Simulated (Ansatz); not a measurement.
Geometry optimisation, RKS B3LYP/6-31G* (Ansatz 0.2.0).

The input (input.yaml):

```yaml
crystal:
  periodic: [false, false, false]
  atoms:
    - { symbol: C, position_ang: [0.2899, -2.3831, -0.2268] }
    - { symbol: Si, position_ang: [0.8018, -0.8421, 0.7188] }
    - { symbol: B, position_ang: [-0.138, 0.7416, 0.033] }
    - { symbol: C, position_ang: [0.1502, 1.1634, -1.4825] }
    - { symbol: C, position_ang: [-1.0301, 1.5809, 1.0062] }
    - { symbol: F, position_ang: [-0.2738, 2.1003, 2.0655] }
    - { symbol: H, position_ang: [-0.8292, -2.4544, -0.1235] }
    - { symbol: H, position_ang: [0.5315, -2.191, -1.3179] }
    - { symbol: H, position_ang: [0.7567, -3.2238, 0.1962] }
    - { symbol: H, position_ang: [2.2593, -0.67, 0.5814] }
    - { symbol: H, position_ang: [0.4754, -1.0198, 2.1643] }
    - { symbol: H, position_ang: [1.1692, 1.3493, -1.6673] }
    - { symbol: H, position_ang: [-0.5521, 2.0975, -1.7228] }
    - { symbol: H, position_ang: [-0.3075, 0.3397, -2.1116] }
    - { symbol: H, position_ang: [-1.5003, 2.4192, 0.4835] }
    - { symbol: H, position_ang: [-1.8259, 0.9697, 1.4479] }
basis:
  gaussian: { orbitals: "6-31G*" }
hamiltonian:
  xc: b3lyp
relax:
  f_tol: 0.015
  max_steps: 40
```

Launched with:

```bash
$ ansatz run input.yaml --threads 2 --pin off --max-ram 3072MiB --backend cpu --events-out ev --progress --plain --runs-dir out
```

Q: Where does it end, and by what steps?

A: The run converged. The force dipped under the threshold on the way, but the program's further checks kept it going. After 29 steps the energy has fallen by 0.844 eV; H15 moved furthest, 1.55 Å.

```csv
step,energy less start (eV),largest force component (eV/Å),accepted
0,0.0000,4.867,yes
2,-0.6060,0.550,yes
4,-0.7062,1.002,yes
6,-0.7672,0.477,no
8,-0.7955,0.098,yes
10,-0.7998,0.034,yes
12,-0.8086,0.114,yes
14,-0.8186,0.165,yes
16,-0.8309,0.290,yes
18,-0.8402,0.077,yes
20,-0.8400,0.182,no
22,-0.8433,0.055,yes
24,-0.8440,0.004,yes
26,-0.8442,0.026,yes
28,-0.8442,0.006,yes
29,-0.8443,0.004,yes
```

```xyz
16
Properties=species:S:1:pos:R:3
C 0.821 -2.346 -0.375
Si 0.494 -0.950 0.870
B -0.278 0.751 0.059
C -0.589 0.927 -1.474
C -0.578 1.957 1.018
F -0.267 1.735 2.366
H -0.100 -2.651 -0.885
H 1.540 -2.037 -1.143
H 1.231 -3.230 0.125
H 1.772 -0.616 1.569
H -0.445 -1.450 1.920
H 0.336 0.796 -2.056
H -1.033 1.888 -1.761
H -1.253 0.124 -1.827
H -0.028 2.853 0.683
H -1.647 2.227 0.954
```

Whether the end is a true minimum wasn't checked by a vibrational analysis.

The run took 120 s on 2 threads of AMD EPYC 7R43 64-Core Processor (Zen 3), on a shared host, peak memory 0.29 GiB.
